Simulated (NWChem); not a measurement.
Spin states of CCl

```xyz
2

C      0.0000     0.0000     1.2387
Cl     0.0000     0.0000    -0.4372
```
Charge 0, spin multiplicity 2.

Program: NWChem. Structure: optimised with UPBE/def2-SVP, a minimum by its harmonic frequencies.

Basis set: def2-TZVP. The gap is E(quartet) − E(doublet) at the geometry of the doublet, so a negative value puts the higher spin lower. Open shells are unrestricted, coupled cluster uses restricted open-shell references. The quartet is the single determinant that the SCF runs reached, with unpaired electrons in orbitals of symmetry a1 and b1 and b2 (C2v labels); it need not be the lowest quartet, which in molecules with degenerate π orbitals can need several determinants.

Relative cost: rough, from shared machines, SCF included, B3LYP = 1.

The correlated methods keep 6 core orbitals frozen. B3LYP has NWChem's definition, with VWN1-RPA local correlation. GW and range-separated runs recompute their integrals, the others keep them in memory, which bears on the times. This spin state was chosen for the runs; another may lie lower. The structure started from a generated list of species. The unpaired electrons of the parent sit in orbitals of symmetry b2 (C2v labels of the run); other states weren't searched. No SCF solution was tested for a lower state. Open-shell Hartree-Fock references start from PBE0 orbitals; any time given for them includes that run. Coupled-cluster values serve here as a point of comparison, not as the truth.

| method | vertical doublet-quartet gap (kcal/mol) | relative cost |
|---|---|---|
| B2PLYP | (withheld) | under 3 |
| CCSD(T) | 53.8 | 10 |
| BP86 | 57.8 | under 3 |
| HF | 26.2 | under 3 |
| LC-wPBE (omega 0.3 per bohr) | 51.7 | 10 |
| MP2 | (withheld) | 3 |
| PBE | (withheld) | under 3 |
| B3LYP | (withheld) | 1 |

Task: Fill in the missing entries.

Result: 
- B2PLYP, vertical doublet-quartet gap (kcal/mol): 57.2
- MP2, vertical doublet-quartet gap (kcal/mol): 49.2
- PBE, vertical doublet-quartet gap (kcal/mol): 55.9
- B3LYP, vertical doublet-quartet gap (kcal/mol): 58.6
